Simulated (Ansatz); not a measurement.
What each rung costs, and what it gives

Saddle point of Si2N2H10, singlet (SiN₂H₆ ([NH2][SiH2][NH2]) + SiH₄ → Si₂NH₇ ([NH2][SiH2][SiH3]) + NH₃; bonds formed: Si1–Si7, N2–H6; bonds broken: Si1–N2, H6–Si7), PBE0-D4/def2-TZVP structure:

Si1  (-0.377, -0.590, 1.012)
N2  (1.308, 0.220, 1.106)
H3  (-0.180, -1.912, 0.388)
H4  (-0.567, -0.843, 2.476)
N5  (-1.607, 0.515, 0.666)
H6  (1.387, 0.313, 0.028)
Si7  (0.343, 0.017, -1.954)
H8  (2.047, -0.339, 1.530)
H9  (1.276, 1.137, 1.544)
H10  (-2.366, 0.647, 1.316)
H11  (-1.812, 0.792, -0.281)
H12  (-1.097, 0.306, -2.326)
H13  (0.587, -1.281, -2.678)
H14  (1.058, 1.018, -2.828)
(Å)

Barriers are electronic and count from the start structure reached by relaxing down the imaginary mode.

Ansatz 0.2.0; basis: as named in each row; cores frozen in the correlated methods. B3LYP uses VWN-RPA correlation. Extrapolation: Hartree–Fock as exp(−7.88 √X), correlation as X^−2.97.

Times are rough, for one single point on 8 threads of a shared host (Arm Neoverse V1).

The estimate by CCSD(T) at an estimated basis limit (MP2 extrapolated from triple and quadruple zeta, plus CCSD(T) − MP2 in triple zeta) is 49.00 kcal/mol.

```json
{"method": "HF", "basis": "STO-3G", "time (s)": "under 1", "barrier (kcal/mol)": "93.43", "method less estimate": "44.43"}
{"method": "PBE-D4", "basis": "STO-3G", "time (s)": "under 1", "barrier (kcal/mol)": "56.73", "method less estimate": "7.73"}
{"method": "SPW92", "basis": "def2-SVP", "time (s)": "under 1", "barrier (kcal/mol)": "27.10", "method less estimate": "-21.90"}
{"method": "B3LYP-D4", "basis": "6-31G", "time (s)": "under 1", "barrier (kcal/mol)": "33.33", "method less estimate": "-15.67"}
{"method": "PBE-D4", "basis": "def2-SVP", "time (s)": "under 1", "barrier (kcal/mol)": "34.27", "method less estimate": "-14.73"}
{"method": "PBE0-D4", "basis": "def2-SVP", "time (s)": "under 1", "barrier (kcal/mol)": "38.53", "method less estimate": "-10.46"}
{"method": "SPW92", "basis": "def2-TZVPP", "time (s)": "1", "barrier (kcal/mol)": "31.21", "method less estimate": "-17.78"}
{"method": "PBE-D4", "basis": "def2-TZVPP", "time (s)": "2", "barrier (kcal/mol)": "37.22", "method less estimate": "-11.78"}
{"method": "BLYP-D4", "basis": "def2-TZVPP", "time (s)": "2", "barrier (kcal/mol)": "43.34", "method less estimate": "-5.65"}
{"method": "B3LYP-D4", "basis": "def2-TZVPP", "time (s)": "2", "barrier (kcal/mol)": "46.45", "method less estimate": "-2.55"}
{"method": "BHLYP-D4", "basis": "def2-TZVPP", "time (s)": "2", "barrier (kcal/mol)": "51.28", "method less estimate": "2.29"}
{"method": "PBE0-D4", "basis": "def2-TZVPP", "time (s)": "2", "barrier (kcal/mol)": "41.30", "method less estimate": "-7.69"}
{"method": "CAM-B3LYP-D4", "basis": "def2-TZVPP", "time (s)": "2", "barrier (kcal/mol)": "49.35", "method less estimate": "0.36"}
{"method": "wB97M-V", "basis": "def2-SVP", "time (s)": "3", "barrier (kcal/mol)": "43.18", "method less estimate": "-5.82"}
{"method": "r2SCAN-D4", "basis": "def2-TZVPP", "time (s)": "3", "barrier (kcal/mol)": "43.72", "method less estimate": "-5.28"}
{"method": "CCSD(T)", "basis": "def2-SVP", "time (s)": "3", "barrier (kcal/mol)": "48.72", "method less estimate": "-0.27"}
{"method": "r2SCAN0-D4", "basis": "def2-TZVPP", "time (s)": "3", "barrier (kcal/mol)": "45.68", "method less estimate": "-3.32"}
{"method": "RPA on PBE", "basis": "def2-TZVPP", "time (s)": "4", "barrier (kcal/mol)": "49.56", "method less estimate": "0.56"}
{"method": "B2PLYP", "basis": "def2-TZVPP", "time (s)": "4", "barrier (kcal/mol)": "49.68", "method less estimate": "0.68"}
{"method": "PBE-QIDH", "basis": "def2-TZVPP", "time (s)": "4", "barrier (kcal/mol)": "46.51", "method less estimate": "-2.49"}
{"method": "wB97X-V", "basis": "def2-TZVPP", "time (s)": "5", "barrier (kcal/mol)": "49.02", "method less estimate": "0.03"}
{"method": "B97M-V", "basis": "def2-TZVPP", "time (s)": "6", "barrier (kcal/mol)": "45.82", "method less estimate": "-3.18"}
{"method": "wB97M-V", "basis": "def2-TZVPP", "time (s)": "6", "barrier (kcal/mol)": "47.10", "method less estimate": "-1.89"}
{"method": "MP2", "basis": "def2-QZVPP", "time (s)": "18", "barrier (kcal/mol)": "50.13", "method less estimate": "1.13"}
{"method": "CCSD(T)", "basis": "def2-TZVPP", "time (s)": "120", "barrier (kcal/mol)": "48.59", "method less estimate": "-0.40"}
```

All methods are single points on the PBE0-D4 structures.

No T1 diagnostic of these runs exceeds 0.012.

Labels in which every atom is bracketed show which atoms are joined, not bond orders.
